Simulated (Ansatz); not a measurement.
This Ansatz (a program for electronic structure) input (wB97M-V/def2-SVP) gives -289.25435 Eh with 18 basis functions.

Ansatz 0.2 input:
```yaml
crystal:
  periodic: [false, false, false]
  atoms:
    - {symbol: Si, position_ang: [0.00000000, 0.00000000, 0.00000000]}
basis:
  gaussian:
    orbitals: def2-SVP
hamiltonian:
  xc: {name: wB97M-V}
magnetization: {spin_polarized: true, initial_magnetization: 2}
scf: {lower_state_search: full}
```

Change:
```diff
- orbitals: def2-SVP
+ orbitals: 6-31G
```

Question: What does the run give now?

Answer: -289.33164 Eh (wB97M-V/6-31G, 13 functions), a change of -77.29 mEh.
